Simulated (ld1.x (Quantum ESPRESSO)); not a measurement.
**cobalt: one change to a TM potential, before and after**

Co, norm-conserving Troullier–Martins (Kleinman–Bylander form), made with ld1.x (Quantum ESPRESSO) 7.5 (LDA (PZ), scalar-relativistic). Core [Ar], reference 3d6 4s0 4p0 (charge +3). Waves: 4s (bound, empty): rc 1.50 bohr; 3d (bound): rc 1.55 bohr; 4p (bound, empty): rc 1.65 bohr. Local part: the p channel. Core correction: Bessel-smoothed model core inside 1.05 bohr.

Change: core correction none.

Cutoffs: the cutoffs (Ry, on a coarse ladder) from which the occupation-weighted sum of valence levels, in a spherical-Bessel basis at the reference potential, stays within 10 and 1 mRy of its value at 400 Ry; they do not see the model core or the augmentation charge, which bear on the density cutoff. Errors are all-electron minus pseudo energies relative to the spin-unpolarised reference configuration.

Question: What does the change do?

Answer: The potential gets neither clearly harder nor softer (110 Ry and 180 Ry → 110 Ry and 180 Ry); of the 9 tests that both files solve, the error grows in 2 and shrinks in 7 by more than 15 % and 0.3 meV (median size 500.4 → 421.7 meV); neither file shows a bound ghost.

```tsv
quantity	base	changed
cutoff, loose	110 Ry	110 Ry
cutoff, tight	180 Ry	180 Ry
bound ghosts	none	none
error for 3d7 4s2 4p0, meV [ΔE -62.57 eV]	-477	-214
error for 3d7 4s1 4p0, meV [ΔE -53.27 eV]	-520	-325
error for 3d7 4s0 4p0, meV [ΔE -36.19 eV]	-537	-422
error for 3d5 4s0 4p0, meV [ΔE 55.65 eV]	-669	-471
error for 3d8 4s0 4p0, meV [ΔE -55.86 eV]	-1603	-1292
error for 3d7 4s1 4p1, meV [ΔE -58.14 eV]	-426	-210
error for 3d7 4s1.5 4p0, meV [ΔE -58.85 eV]	-500	-268
error for 3d6 4s0 4p0 (spin-polarised), meV [ΔE -4.15 eV]	+107	+4041
error for 3d7 4s2 4p0 (spin-polarised), meV [ΔE -64.55 eV]	-421	+1597
s: phases at 1.80 bohr within 0.05 rad from the reference energy up to (Ry; the scan ends near 5)	to the end of the scan	to the end of the scan
p: phases at 1.80 bohr within 0.05 rad from the reference energy up to (Ry; the scan ends near 5)	-1.1	-1.1
d: phases at 1.80 bohr within 0.05 rad from the reference energy up to (Ry; the scan ends near 5)	-2.2	-2.2
```
